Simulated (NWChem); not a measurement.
C$_{3}$H$_{5}$F; SMILES FC(=C)C

Give the equilibrium geometry at PBE-D3(BJ)/def2-SVP (NWChem) as an XYZ file, with the point group.

point group Cs; any orientation.
```
9

C     -1.0635    -0.9775     0.0000
C     -0.0570    -0.0900     0.0000
C     -0.1379     1.4007     0.0000
F      1.2254    -0.5297     0.0000
H     -2.1051    -0.6314     0.0000
H     -0.8574    -2.0568     0.0000
H      0.3766     1.8163     0.8918
H     -1.1879     1.7452     0.0000
H      0.3766     1.8163    -0.8918
```
